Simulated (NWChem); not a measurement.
# C2H8OSi; SMILES CO[SiH2]C

```xyz
12

Si     0.4810     0.4907    -0.0012
C     -0.5753     2.0251    -0.0009
O     -0.5471    -0.8225    -0.0001
C     -0.1249    -2.1549    -0.0011
H      1.3657     0.4442    -1.2121
H      1.3677     0.4451     1.2082
H      0.0549     2.9281    -0.0033
H     -1.2213     2.0526    -0.8915
H     -1.2180     2.0549     0.8919
H      0.4809    -2.4013    -0.8938
H     -1.0101    -2.8098    -0.0048
H      0.4757    -2.4042     0.8942
```
Atoms are numbered in this order, from 1.

Level: PBE0/def2-SVP (NWChem), optimised geometry, unscaled harmonic frequencies. 

| frequency (cm⁻¹) | IR intensity (km/mol) |
|---|---|
| 81 | 5.1 |
| 109 | 0.1 |
| 154 | 0.5 |
| 157 | 3.0 |
| 275 | 5.2 |
| 500 | 10.9 |
| 674 | 5.9 |
| 727 | 51.2 |
| 769 | 30.1 |
| 786 | 50.0 |
| 873 | 51.2 |
| 940 | 285.1 |
| 982 | 147.6 |
| 1177 | 120.1 |
| 1181 | 1.3 |
| 1227 | 175.7 |
| 1267 | 39.8 |
| 1424 | 4.2 |
| 1430 | 3.9 |
| 1475 | 3.6 |
| 1477 | 5.4 |
| 1478 | 11.5 |
| 2195 | 180.4 |
| 2204 | 111.8 |
| 3004 | 72.7 |
| 3063 | 0.8 |
| 3078 | 42.7 |
| 3132 | 29.0 |
| 3169 | 2.1 |
| 3175 | 1.2 |

| Property | Value |
|---|---|
| zero-point energy | 60.3 kcal/mol |
| thermal correction to the enthalpy at 298.15 K (with zero-point energy) | 65.2 kcal/mol |
| heat capacity Cv | 22.3 cal/(mol K) |
| entropy at 298.15 K and 1 atm (symmetry number 1) | 80.3 cal/(mol K) |
| dipole moment | 0.32 D |

Rigid rotor and harmonic oscillator; modes under 100 cm⁻¹ make the entropy uncertain.
